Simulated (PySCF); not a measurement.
Computed IR spectrum (relative IR intensity) of a molecule C2H4Cl2OSi. The structure is a stationary point at TPSSh-D3(BJ)/def2-SVP. Other conformers were not sampled. Level of theory: TPSSh-D3(BJ)/def2-SVP run with PySCF 2.14.0. Frequencies are harmonic and unscaled.

Lines under 2 % of the strongest are left out, and lines within 2 cm⁻¹ are merged.

ν (cm⁻¹): 121 (w), 231 (w), 260 (w), 283 (m), 513 (m), 616 (vs), 722 (m), 808 (vs), 937 (m), 1008 (w), 1014 (w), 1035 (w), 1431 (w), 1664 (w), 3129 (w), 3842 (s) (against the strongest line: vs over 80 %, s over 45 %, m over 15 %, w over 4 %, vw less)

**Question.** Pick the molecule that these values belong to.
A. C=C[Si](O)(Cl)Cl
B. O=CC[SiH](Cl)Cl
C. C=CO[SiH](Cl)Cl
D. O[SiH2]C=C(Cl)Cl

**Answer.** A, C=C[Si](O)(Cl)Cl
